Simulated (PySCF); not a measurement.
**Molecular orbitals of PbN⁺**

LC-ωPBE at R = 2.246 Å; Pb cc-pVDZ-PP with ECP60, N cc-pVDZ; scalar-relativistic core potentials (PySCF 2.14). State: ³Σ⁻ (triplet), unpaired electrons π ↑↑. Only the outer orbitals are listed, counted within each symmetry, core potentials removing the inner ones.

| spin | orbital | occ. | ε (eV) | on Pb (%) | main shells (%) |
| --- | --- | --- | --- | --- | --- |
| α | 5σ | 1 | -30.17 | 18 | 81 N s |
| α | 6σ | 1 | -22.93 | 84 | 84 Pb s, 9 N s |
| α | 3π | 1 | -17.43 | 7 | 93 N p |
| α | 3π | 1 | -17.43 | 7 | 93 N p |
| α | 7σ | 1 | -15.97 | 31 | 66 N p, 24 Pb p |
| α | 4π | 0 | -6.76 | 95 | 95 Pb p |
| α | 4π | 0 | -6.76 | 95 | 95 Pb p |
| α | 8σ | 0 | -3.92 | 86 | 80 Pb p, 16 N p |
| β | 5σ | 1 | -27.01 | 29 | 69 N s, 22 Pb s |
| β | 6σ | 1 | -22.39 | 74 | 72 Pb s, 22 N s |
| β | 7σ | 1 | -14.87 | 38 | 57 N p, 34 Pb p |
| β | 3π | 0 | -7.34 | 89 | 89 Pb p, 11 N p |
| β | 3π | 0 | -7.34 | 89 | 89 Pb p, 11 N p |
| β | 4π | 0 | -3.83 | 16 | 84 N p, 11 Pb p |

Problem. Which are the highest filled and the lowest empty level, where do they sit, and how wide is the gap?

Solution. Highest filled β 7σ at -14.87 eV (in %: 57 N p, 34 Pb p); lowest empty β 3π at -7.34 eV (in %: 89 Pb p, 11 N p); the gap at LC-ωPBE is 7.53 eV.

| Property | Result |
| --- | --- |
| bond order (Mayer) | 1.12 |
| ⟨S²⟩ | 2.020 |
| charge on Pb (Mulliken, basis-dependent) | 1.21 |
| charge on Pb (Löwdin, basis-dependent) | 1.23 |
| dipole moment (positive dipole points towards N; it is taken about the centre of mass and depends on that origin) | -2.20 D |

These are scalar-relativistic numbers at best; spin–orbit coupling would shift them, the dissociation energy most. The state was picked by a PBE0 search and need not be the measured ground state.
